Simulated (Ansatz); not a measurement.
Cartesian coordinates in Å:
```
C -1.000 1.267 -0.834
N -0.267 0.266 -1.559
C 0.258 -0.705 -0.939
Si 0.254 -1.098 0.921
S 1.350 0.331 2.078
H -1.996 1.358 -1.275
H -0.504 2.232 -0.976
H -1.099 1.082 0.243
H 0.802 -1.422 -1.566
H 0.841 -2.457 1.052
H -1.105 -1.089 1.518
H 2.466 0.235 1.337
```

Charge 0, multiplicity 1.

(1) List the ωB97M-V/def2-TZVPP orbital energies in eV (the Gaussian-basis code of Ansatz). (Estimate.)

## Answers

(1) Computed: Occupied: -2426.87, -1807.66, -395.03, -282.43, -282.09, -220.87, -163.98, -163.91, -163.80, -148.70, -102.84, -102.79, -102.79, -28.70, -23.39, -22.81, -19.27, -17.18, -15.88, -14.94, -14.76, -13.75, -12.80, -12.36, -11.92, -10.97, -10.14, -9.10. Lowest empty: 0.69, 2.14, 2.50, 2.81, 3.21, 3.60, 3.72, 4.03.
